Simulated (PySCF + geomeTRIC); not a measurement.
Computed with BP86-D3(BJ)/def2-SVP (PySCF + geomeTRIC). fastk is a local helper that only speeds up exchange builds. No frequencies were computed at this level.

```python
import json, numpy as np
from pyscf import gto, dft
from fastk import lowrank_exchange
atoms = """
Hf     0.021770    -0.119332     0.011448
O     -1.259909     0.345837     1.324118
H     -1.310840     1.297713     1.458080
N      0.984424     1.624168    -0.417649
H      1.508131     1.612738    -1.297522
H      1.661861     1.915442     0.293141
N     -0.842190    -0.882921    -1.655613
H     -1.187336    -0.193177    -2.327906
H     -1.630904    -1.513032    -1.485356
N      1.219186    -1.522574     0.843807
H      1.265002    -2.418196     0.351007
H      0.920865    -1.750142     1.796975
"""
def scf(charge, spin, dm0=None):
    mol = gto.M(atom=atoms, basis='def2-svp', ecp={'Hf': 'def2-svp'}, charge=charge, spin=spin, verbose=3, max_memory=10080)
    mf = dft.KS(mol, xc='bp86').density_fit(auxbasis="def2-universal-jkfit")
    mf.disp = 'd3bj'
    mf.grids.level = 3
    mf.conv_tol = 1e-8
    mf.max_cycle = 120
    mf.level_shift = 0.25
    mf.kernel(dm0)
    if not mf.converged:
        mf = mf.newton().run(mf.mo_coeff, mf.mo_occ).undo_soscf()
    return mf
mf = scf(0, 0)
from pyscf.geomopt.geometric_solver import kernel as optimize
path = []
done, mol = optimize(mf, maxsteps=120, assert_convergence=False, callback=lambda env: path.append((env["energy"], bool(env["g_scanner"].converged))))
res = dict(converged=bool(done and path[-1][1]), energy=path[-1][0], path=[e for e, c in path], xyz=mol.atom_coords(unit="Angstrom").tolist(), nao=mol.nao)
json.dump(res, open("result.json", "w"))
```

Output:

```
converged SCF energy = -291.779619243172
Geometry optimization cycle 1
converged SCF energy = -291.779619242914
cycle 1: E = -291.779619243  dE = -291.78  norm(grad) = 0.0614808
Geometry optimization cycle 2
converged SCF energy = -291.789753695099
cycle 2: E = -291.789753695  dE = -0.0101345  norm(grad) = 0.0355945
Geometry optimization cycle 3
converged SCF energy = -291.793354745356
cycle 3: E = -291.793354745  dE = -0.00360105  norm(grad) = 0.0224639
Geometry optimization cycle 4
converged SCF energy = -291.798207181919
cycle 4: E = -291.798207182  dE = -0.00485244  norm(grad) = 0.0246082
Geometry optimization cycle 5
converged SCF energy = -291.800502002097
cycle 5: E = -291.800502002  dE = -0.00229482  norm(grad) = 0.0216217
Geometry optimization cycle 6
converged SCF energy = -291.802193423568
cycle 6: E = -291.802193424  dE = -0.00169142  norm(grad) = 0.0104346
Geometry optimization cycle 7
converged SCF energy = -291.802858896984
cycle 7: E = -291.802858897  dE = -0.000665473  norm(grad) = 0.0051728
Geometry optimization cycle 8
converged SCF energy = -291.803326286254
cycle 8: E = -291.803326286  dE = -0.000467389  norm(grad) = 0.00592049
Geometry optimization cycle 9
converged SCF energy = -291.80377671091
cycle 9: E = -291.803776711  dE = -0.000450425  norm(grad) = 0.0081439
Geometry optimization cycle 10
converged SCF energy = -291.804505074823
cycle 10: E = -291.804505075  dE = -0.000728364  norm(grad) = 0.0123835
Geometry optimization cycle 11
converged SCF energy = -291.805416777582
cycle 11: E = -291.805416778  dE = -0.000911703  norm(grad) = 0.0166421
Geometry optimization cycle 12
converged SCF energy = -291.8067759697
cycle 12: E = -291.80677597  dE = -0.00135919  norm(grad) = 0.0138364
Geometry optimization cycle 13
converged SCF energy = -291.80824905342
cycle 13: E = -291.808249053  dE = -0.00147308  norm(grad) = 0.0101247
Geometry optimization cycle 14
converged SCF energy = -291.808831097631
cycle 14: E = -291.808831098  dE = -0.000582044  norm(grad) = 0.00710679
Geometry optimization cycle 15
converged SCF energy = -291.809631020313
cycle 15: E = -291.80963102  dE = -0.000799923  norm(grad) = 0.00515181
Geometry optimization cycle 16
converged SCF energy = -291.810008795418
cycle 16: E = -291.810008795  dE = -0.000377775  norm(grad) = 0.00545536
Geometry optimization cycle 17
converged SCF energy = -291.810330040909
cycle 17: E = -291.810330041  dE = -0.000321245  norm(grad) = 0.00570755
Geometry optimization cycle 18
converged SCF energy = -291.810517853737
cycle 18: E = -291.810517854  dE = -0.000187813  norm(grad) = 0.00359892
Geometry optimization cycle 19
converged SCF energy = -291.810638750518
cycle 19: E = -291.810638751  dE = -0.000120897  norm(grad) = 0.00340797
Geometry optimization cycle 20
converged SCF energy = -291.81070176963
cycle 20: E = -291.81070177  dE = -6.30191e-05  norm(grad) = 0.00235452
Geometry optimization cycle 21
converged SCF energy = -291.810761762781
cycle 21: E = -291.810761763  dE = -5.99932e-05  norm(grad) = 0.00236712
Geometry optimization cycle 22
converged SCF energy = -291.810795897041
cycle 22: E = -291.810795897  dE = -3.41343e-05  norm(grad) = 0.00233752
Geometry optimization cycle 23
converged SCF energy = -291.810820397683
cycle 23: E = -291.810820398  dE = -2.45006e-05  norm(grad) = 0.00166354
Geometry optimization cycle 24
converged SCF energy = -291.810829197945
cycle 24: E = -291.810829198  dE = -8.80026e-06  norm(grad) = 0.000998735
Geometry optimization cycle 25
converged SCF energy = -291.810835743977
cycle 25: E = -291.810835744  dE = -6.54603e-06  norm(grad) = 0.000740783
Geometry optimization cycle 26
converged SCF energy = -291.810842334859
cycle 26: E = -291.810842335  dE = -6.59088e-06  norm(grad) = 0.000904102
Geometry optimization cycle 27
converged SCF energy = -291.810849748424
cycle 27: E = -291.810849748  dE = -7.41356e-06  norm(grad) = 0.00108381
Geometry optimization cycle 28
converged SCF energy = -291.810856879768
cycle 28: E = -291.81085688  dE = -7.13134e-06  norm(grad) = 0.00115514
Geometry optimization cycle 29
converged SCF energy = -291.810863303643
cycle 29: E = -291.810863304  dE = -6.42388e-06  norm(grad) = 0.00146554
Geometry optimization cycle 30
converged SCF energy = -291.810871796703
cycle 30: E = -291.810871797  dE = -8.49306e-06  norm(grad) = 0.00231352
Geometry optimization cycle 31
converged SCF energy = -291.810891984436
cycle 31: E = -291.810891984  dE = -2.01877e-05  norm(grad) = 0.00273034
Geometry optimization cycle 32
converged SCF energy = -291.810926272943
cycle 32: E = -291.810926273  dE = -3.42885e-05  norm(grad) = 0.00206325
Geometry optimization cycle 33
converged SCF energy = -291.810944032692
cycle 33: E = -291.810944033  dE = -1.77597e-05  norm(grad) = 0.00140667
Geometry optimization cycle 34
converged SCF energy = -291.810954162367
cycle 34: E = -291.810954162  dE = -1.01297e-05  norm(grad) = 0.00084911
Geometry optimization cycle 35
converged SCF energy = -291.810958401753
cycle 35: E = -291.810958402  dE = -4.23939e-06  norm(grad) = 0.000615402
Geometry optimization cycle 36
converged SCF energy = -291.810961801922
cycle 36: E = -291.810961802  dE = -3.40017e-06  norm(grad) = 0.000446742
Geometry optimization cycle 37
converged SCF energy = -291.810963459229
cycle 37: E = -291.810963459  dE = -1.65731e-06  norm(grad) = 0.000592989
Geometry optimization cycle 38
converged SCF energy = -291.810963559989
cycle 38: E = -291.81096356  dE = -1.0076e-07  norm(grad) = 0.000676339
Geometry optimization cycle 39
converged SCF energy = -291.810964285101
cycle 39: E = -291.810964285  dE = -7.25112e-07  norm(grad) = 0.000527732
Geometry optimization cycle 40
converged SCF energy = -291.810965298997
cycle 40: E = -291.810965299  dE = -1.0139e-06  norm(grad) = 0.000347313
Geometry optimization cycle 41
converged SCF energy = -291.810966016851
cycle 41: E = -291.810966017  dE = -7.17854e-07  norm(grad) = 0.00029854
<class 'geometric.internal.Distance'> : 12
<class 'geometric.internal.Angle'> : 20
<class 'geometric.internal.OutOfPlane'> : 1
<class 'geometric.internal.Dihedral'> : 30
<class 'geometric.internal.TranslationX'> : 1
<class 'geometric.internal.TranslationY'> : 1
<class 'geometric.internal.TranslationZ'> : 1
<class 'geometric.internal.RotationA'> : 1
<class 'geometric.internal.RotationB'> : 1
<class 'geometric.internal.RotationC'> : 1
Step    0 : Gradient = 1.775e-02/3.949e-02 (rms/max) Energy = -291.7796192429
Step    1 : Displace = 1.051e-01/1.372e-01 (rms/max) Trust = 1.000e-01 (=) Grad = 1.028e-02/1.931e-02 (rms/max) E (change) = -291.7897536951 (-1.013e-02) Quality = 0.680
Step    2 : Displace = 2.986e-02/4.291e-02 (rms/max) Trust = 1.000e-01 (=) Grad = 6.485e-03/1.221e-02 (rms/max) E (change) = -291.7933547454 (-3.601e-03) Quality = 1.605
Step    3 : Displace = 7.873e-02/1.148e-01 (rms/max) Trust = 1.414e-01 (+) Grad = 7.104e-03/1.258e-02 (rms/max) E (change) = -291.7982071819 (-4.852e-03) Quality = 1.283
Step    4 : Displace = 5.759e-02/9.106e-02 (rms/max) Trust = 2.000e-01 (+) Grad = 6.242e-03/1.104e-02 (rms/max) E (change) = -291.8005020021 (-2.295e-03) Quality = 1.485
Step    5 : Displace = 6.210e-02/1.039e-01 (rms/max) Trust = 2.828e-01 (+) Grad = 3.012e-03/5.819e-03 (rms/max) E (change) = -291.8021934236 (-1.691e-03) Quality = 1.311
Step    6 : Displace = 3.691e-02/6.038e-02 (rms/max) Trust = 3.000e-01 (+) Grad = 1.493e-03/2.436e-03 (rms/max) E (change) = -291.8028588970 (-6.655e-04) Quality = 1.429
Step    7 : Displace = 4.094e-02/7.711e-02 (rms/max) Trust = 3.000e-01 (=) Grad = 1.709e-03/3.142e-03 (rms/max) E (change) = -291.8033262863 (-4.674e-04) Quality = 1.439
Step    8 : Displace = 5.083e-02/1.048e-01 (rms/max) Trust = 3.000e-01 (=) Grad = 2.351e-03/5.520e-03 (rms/max) E (change) = -291.8037767109 (-4.504e-04) Quality = 1.533
Step    9 : Displace = 9.451e-02/1.995e-01 (rms/max) Trust = 3.000e-01 (=) Grad = 3.575e-03/7.778e-03 (rms/max) E (change) = -291.8045050748 (-7.284e-04) Quality = 1.462
Step   10 : Displace = 1.155e-01/2.438e-01 (rms/max) Trust = 3.000e-01 (=) Grad = 4.804e-03/8.729e-03 (rms/max) E (change) = -291.8054167776 (-9.117e-04) Quality = 1.380
Step   11 : Displace = 8.707e-02/1.855e-01 (rms/max) Trust = 3.000e-01 (=) Grad = 3.994e-03/6.606e-03 (rms/max) E (change) = -291.8067759697 (-1.359e-03) Quality = 1.517
Step   12 : Displace = 7.354e-02/1.368e-01 (rms/max) Trust = 3.000e-01 (=) Grad = 2.923e-03/4.924e-03 (rms/max) E (change) = -291.8082490534 (-1.473e-03) Quality = 1.037
Step   13 : Displace = 2.939e-02/4.336e-02 (rms/max) Trust = 3.000e-01 (=) Grad = 2.052e-03/3.228e-03 (rms/max) E (change) = -291.8088310976 (-5.820e-04) Quality = 1.574
Step   14 : Displace = 6.243e-02/1.144e-01 (rms/max) Trust = 3.000e-01 (=) Grad = 1.487e-03/2.724e-03 (rms/max) E (change) = -291.8096310203 (-7.999e-04) Quality = 1.295
Step   15 : Displace = 4.375e-02/8.463e-02 (rms/max) Trust = 3.000e-01 (=) Grad = 1.575e-03/3.350e-03 (rms/max) E (change) = -291.8100087954 (-3.778e-04) Quality = 1.420
Step   16 : Displace = 4.606e-02/8.867e-02 (rms/max) Trust = 3.000e-01 (=) Grad = 1.648e-03/2.986e-03 (rms/max) E (change) = -291.8103300409 (-3.212e-04) Quality = 1.312
Step   17 : Displace = 4.224e-02/8.600e-02 (rms/max) Trust = 3.000e-01 (=) Grad = 1.039e-03/1.645e-03 (rms/max) E (change) = -291.8105178537 (-1.878e-04) Quality = 1.102
Step   18 : Displace = 2.924e-02/5.329e-02 (rms/max) Trust = 3.000e-01 (=) Grad = 9.838e-04/1.902e-03 (rms/max) E (change) = -291.8106387505 (-1.209e-04) Quality = 1.115
Step   19 : Displace = 1.013e-02/1.790e-02 (rms/max) Trust = 3.000e-01 (=) Grad = 6.797e-04/1.365e-03 (rms/max) E (change) = -291.8107017696 (-6.302e-05) Quality = 1.509
Step   20 : Displace = 1.527e-02/3.277e-02 (rms/max) Trust = 3.000e-01 (=) Grad = 6.833e-04/1.105e-03 (rms/max) E (change) = -291.8107617628 (-5.999e-05) Quality = 1.319
Step   21 : Displace = 1.306e-02/2.644e-02 (rms/max) Trust = 3.000e-01 (=) Grad = 6.748e-04/1.276e-03 (rms/max) E (change) = -291.8107958970 (-3.413e-05) Quality = 1.383
Step   22 : Displace = 1.168e-02/2.353e-02 (rms/max) Trust = 3.000e-01 (=) Grad = 4.802e-04/9.530e-04 (rms/max) E (change) = -291.8108203977 (-2.450e-05) Quality = 1.200
Step   23 : Displace = 3.883e-03/6.339e-03 (rms/max) Trust = 3.000e-01 (=) Grad = 2.883e-04/6.105e-04 (rms/max) E (change) = -291.8108291979 (-8.800e-06) Quality = 1.257
Step   24 : Displace = 3.111e-03/4.408e-03 (rms/max) Trust = 3.000e-01 (=) Grad = 2.138e-04/4.128e-04 (rms/max) E (change) = -291.8108357440 (-6.546e-06) Quality = 1.238
Step   25 : Displace = 4.474e-03/8.072e-03 (rms/max) Trust = 3.000e-01 (=) Grad = 2.610e-04/4.364e-04 (rms/max) E (change) = -291.8108423349 (-6.591e-06) Quality = 1.114
Step   26 : Displace = 7.187e-03/1.392e-02 (rms/max) Trust = 3.000e-01 (=) Grad = 3.129e-04/6.755e-04 (rms/max) E (change) = -291.8108497484 (-7.414e-06) Quality = 0.909
Step   27 : Displace = 1.030e-02/1.995e-02 (rms/max) Trust = 3.000e-01 (=) Grad = 3.335e-04/7.928e-04 (rms/max) E (change) = -291.8108568798 (-7.131e-06) Quality = 0.677
Step   28 : Displace = 1.547e-02/2.847e-02 (rms/max) Trust = 3.000e-01 (=) Grad = 4.231e-04/6.704e-04 (rms/max) E (change) = -291.8108633036 (-6.424e-06) Quality = 0.427
Step   29 : Displace = 2.139e-02/3.635e-02 (rms/max) Trust = 3.000e-01 (=) Grad = 6.679e-04/1.346e-03 (rms/max) E (change) = -291.8108717967 (-8.493e-06) Quality = 0.390
Step   30 : Displace = 2.108e-02/3.200e-02 (rms/max) Trust = 3.000e-01 (=) Grad = 7.882e-04/1.504e-03 (rms/max) E (change) = -291.8108919844 (-2.019e-05) Quality = 0.718
Step   31 : Displace = 1.775e-02/2.892e-02 (rms/max) Trust = 3.000e-01 (=) Grad = 5.956e-04/1.219e-03 (rms/max) E (change) = -291.8109262729 (-3.429e-05) Quality = 0.945
Step   32 : Displace = 9.909e-03/1.741e-02 (rms/max) Trust = 3.000e-01 (=) Grad = 4.061e-04/1.054e-03 (rms/max) E (change) = -291.8109440327 (-1.776e-05) Quality = 1.084
Step   33 : Displace = 6.438e-03/1.319e-02 (rms/max) Trust = 3.000e-01 (=) Grad = 2.451e-04/5.584e-04 (rms/max) E (change) = -291.8109541624 (-1.013e-05) Quality = 1.005
Step   34 : Displace = 5.492e-03/1.017e-02 (rms/max) Trust = 3.000e-01 (=) Grad = 1.777e-04/3.410e-04 (rms/max) E (change) = -291.8109584018 (-4.239e-06) Quality = -0.000
Step   35 : Displace = 2.777e-03/4.797e-03 (rms/max) Trust = 2.746e-03 (-) Grad = 1.290e-04/2.079e-04 (rms/max) E (change) = -291.8109618019 (-3.400e-06) Quality = 0.798
Step   36 : Displace = 3.901e-03/6.847e-03 (rms/max) Trust = 3.883e-03 (+) Grad = 1.712e-04/3.782e-04 (rms/max) E (change) = -291.8109634592 (-1.657e-06) Quality = 0.307
Step   37 : Displace = 3.811e-03/7.301e-03 (rms/max) Trust = 3.883e-03 (=) Grad = 1.952e-04/4.339e-04 (rms/max) E (change) = -291.8109635600 (-1.008e-07) Quality = 0.018
Step   38 : Displace = 1.938e-03/3.612e-03 (rms/max) Trust = 1.905e-03 (-) Grad = 1.523e-04/3.339e-04 (rms/max) E (change) = -291.8109642851 (-7.251e-07) Quality = 0.151
Step   39 : Displace = 1.003e-03/1.823e-03 (rms/max) Trust = 9.527e-04 (-) Grad = 1.003e-04/1.708e-04 (rms/max) E (change) = -291.8109652990 (-1.014e-06) Quality = 0.426
Step   40 : Displace = 9.409e-04/1.506e-03 (rms/max) Trust = 9.527e-04 (=) Grad = 8.618e-05/1.221e-04 (rms/max) E (change) = -291.8109660169 (-7.179e-07) Quality = 0.172
Converged! =D
```

Cost: very roughly 25 core-minutes.
